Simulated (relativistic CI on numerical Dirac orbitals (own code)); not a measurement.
Ti²⁺: resonant inelastic scattering at the M2,3 edge

Computed with this model: Dirac-Coulomb-Breit CI, separate exchange-only KLI orbitals for each configuration, model QED, valence Slater integrals scaled by 0.8, Kramers-Heisenberg scattering through one core-hole configuration in a parametric crystal field; configurations [Ar] 3d2 → [Ne] 3s2 3p5 3d3; 80 K; core-hole width 0.48 eV; summed over polarisations. Incident energies are the highest absorption maxima for each field (at most a few, so the weaker spin-orbit partner edge can be absent), on the computed scale of the free ion. Intensities are in per cent of the strongest line above 0.02 eV; levels within 1 cm⁻¹ are merged; final levels count from the ground level, the first row holds all elastic scattering, lines under 0.4 are left out and each table stops after 24 rows. The scale of the Slater integrals is a model choice and moves the terms in proportion.

Field parameters in Wybourne normalisation: Oh B⁴₀ = 21Dq, B⁴₄ = √(5/14) B⁴₀. The field is a parameter set, without covalency.

S is read from ⟨S²⟩ = S(S + 1).

Oh, 10Dq = 3250 cm⁻¹:

```
Final level (eV)  Degeneracy  Irrep     S  41.1 eV  45.7 eV  48.2 eV
           0.000           2      E  1.00     77.9    236.0     81.6
           0.001           3     T2  1.00     13.5     12.3     14.9
           0.020           3     T1  1.00      7.0     45.1     14.1
           0.030           1     A1  1.00      0.9     18.5      2.3
           0.344           1     A2  1.00      7.8     17.7     19.6
           0.346           3     T2  1.00     21.3     49.7     47.3
           0.354           3     T1  1.00     10.4     25.1     23.3
           0.354           2      E  1.00      6.4     21.8     14.2
           0.754           3     T2  1.00      3.6    100.0     33.5
           1.203           3     T2  0.00      0.0      0.6      0.3
           1.594           1     A1  1.00      0.0      0.8     22.6
           1.600           3     T1  1.00      0.1      2.6     44.7
           1.611           3     T2  1.00      0.4      3.0     15.9
           1.612           2      E  1.00      0.2      2.3     14.5
```

Oh, 10Dq = 7350 cm⁻¹:

```csv
Final level (eV),Degeneracy,Irrep,S,41.4 eV,46 eV,48.6 eV
0.000,2,E,1.00,83.8,228.9,47.3
0.001,3,T2,1.00,10.8,25.4,7.3
0.019,3,T1,1.00,9.5,65.0,10.3
0.028,1,A1,1.00,1.5,24.7,2.1
0.801,1,A2,1.00,7.3,8.2,15.5
0.804,3,T2,1.00,19.5,24.8,36.8
0.811,3,T1,1.00,10.5,18.1,20.6
0.811,2,E,1.00,6.7,11.9,14.0
1.237,3,T2,0.00,0.0,0.5,0.2
1.719,3,T2,1.00,1.9,100.0,40.3
2.003,1,A1,1.00,0.1,1.6,16.7
2.009,3,T1,1.00,0.5,5.3,37.2
2.019,3,T2,1.00,1.1,8.1,18.8
2.019,2,E,1.00,0.6,5.2,14.6
2.260,3,T2,0.00,0.2,0.4,0.1
```

For the first field the strongest loss at the lowest incident energy is the level at 0.35 eV (S = 1.00, against 1.00 in the thermal ground state).
